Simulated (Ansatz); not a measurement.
`B[SiH2]Cl` + `N[SiH3]` → `[SiH3]N[SiH2]Cl` + BH₃ at 600 K and 1 bar (cleavage of the Si–B bond).

Gas-phase electronic energies from Ansatz, PBE0-D4/def2-TZVP geometries. CCSD(T)/CBS adds triple-zeta CCSD(T) − MP2 to the extrapolated MP2 energy (def2 sets, frozen cores). This one scheme is used for every species. Each species was taken in one conformer, which may not be the lowest.

```csv
species,CCSD(T)/CBS energy (Eh),H − E (kJ/mol),S (J/(mol·K))
`B[SiH2]Cl`,-776.05948,145.5,370.9
`N[SiH3]`,-346.80422,170.6,320.8
`[SiH3]N[SiH2]Cl`,-1096.34659,220.8,445.7
BH₃,-26.55200,91.5,217.3
```

H − E and S are ideal-gas, rigid-rotor, harmonic terms from PBE0-D4/def2-TZVP, for one conformer and one mirror image of each species. 1 Eh = 2625.50 kJ/mol, R = 8.31446 J/(mol·K).

Task: By hand: ΔE, ΔH, ΔS and ΔG.

Result: ΔE = (-1096.34659) + (-26.55200) − (-776.05948) − (-346.80422) = -0.03489 Eh = -91.6 kJ/mol. Δ(H − E) = 220.8 + 91.5 − 145.5 − 170.6 = -3.8, so ΔH = -95.4 kJ/mol. ΔS = 445.7 + 217.3 − 370.9 − 320.8 = -28.7 J/(mol·K). ΔG = -95.4 − 600 × (-28.7)/1000 = -78.2 kJ/mol.

Task: By hand: the equilibrium constant, and the temperature at which ΔG would vanish if ΔH and ΔS stayed fixed.

Result: log₁₀ K = −ΔG/(RT ln 10) = 6.8. ΔG = 0 at ΔH/ΔS = 3324 K, far beyond where these terms or the molecules hold.

ΔH outweighs TΔS. A doubt of 5 kJ/mol in ΔE shifts log₁₀ K by 0.4 here. Other conformers and mirror images would add mixing entropy, several J/(mol·K) or more a flexible species. Modes under 60 cm⁻¹, often nearly free rotors, make the harmonic entropy too high. These are equilibria of isolated gas molecules and say nothing of rates. Largest T1 diagnostic: 0.010 (customary marks: 0.02 for closed shells, 0.045 for open ones).
